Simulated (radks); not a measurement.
All-electron atom: Tc IX in [Ar] 3d10 4s2 4p5. All-electron calculation, scalar-relativistic Kohn-Sham, LB94 model potential, spin-polarised, spherical densities, finite nucleus; open shells are filled with parallel spins first (spin-orbit coupling, left out, can overturn this in heavy ions); Fermi nuclear charge, rms radius 4.4112 fm. Program: a radial shooting solver on a logarithmic mesh with Libxc functionals.

Radial electron density D(r) = 4 pi r^2 rho(r):

r (bohr),D(r) (e/bohr),spin D(r)
0.001717,2.375,-0.0000194
0.001936,2.927,-0.0000231
0.0022,3.648,-0.0000275
0.002501,4.533,-0.0000321
0.002842,5.613,-0.0000363
0.00323,6.922,-0.0000394
0.003672,8.498,-0.0000396
0.00414,10.25,-0.0000349
0.004705,12.45,-0.0000206
0.005348,15.02,0.0000101
0.006078,17.99,0.0000681
0.006908,21.36,0.000170
0.007851,25.13,0.000343
0.008852,28.96,0.000603
0.01006,33.31,0.00104
0.01143,37.78,0.00173
0.013,42.19,0.00279
0.01477,46.32,0.00439
0.01679,49.88,0.00678
0.01908,52.60,0.0103
0.02151,54.18,0.0149
0.02445,54.68,0.0217
0.02779,53.96,0.0310
0.03158,52.23,0.0432
0.0359,49.95,0.0588
0.0408,47.80,0.0776
0.046,46.61,0.0977
0.05228,46.90,0.120
0.05942,49.21,0.141
0.06753,53.46,0.156
0.07676,58.87,0.160
0.08724,64.06,0.150
0.09836,67.26,0.125
0.1118,67.58,0.0851
0.1271,64.18,0.0408
0.1444,57.82,0.00870
0.1641,50.48,0.00886
0.1865,44.71,0.0562
0.2103,42.53,0.143
0.239,44.03,0.260
0.2717,47.94,0.360
0.3088,51.34,0.392
0.3509,51.36,0.328
0.3989,46.65,0.188
0.4533,38.05,0.0436
0.5111,28.69,-0.00667
0.5809,19.98,0.105
0.6603,14.28,0.392
0.7504,11.60,0.767
0.8529,10.63,1.09
0.9694,9.834,1.24
1.093,8.431,1.18
1.242,6.245,0.930
1.412,3.914,0.612
1.605,2.036,0.331
1.824,0.8611,0.145
2.073,0.2897,0.0501
2.337,0.08277,0.0146
2.656,0.01653,0.00298
3.019,0.002402,0.000440
3.431,0.0002443,0.0000452

D(r) has 3 maxima, at r = 0.0241, 0.106, 0.329 bohr, and minima at 0.0483, 0.214 bohr, inside which lie 2.03, 11.16 electrons.
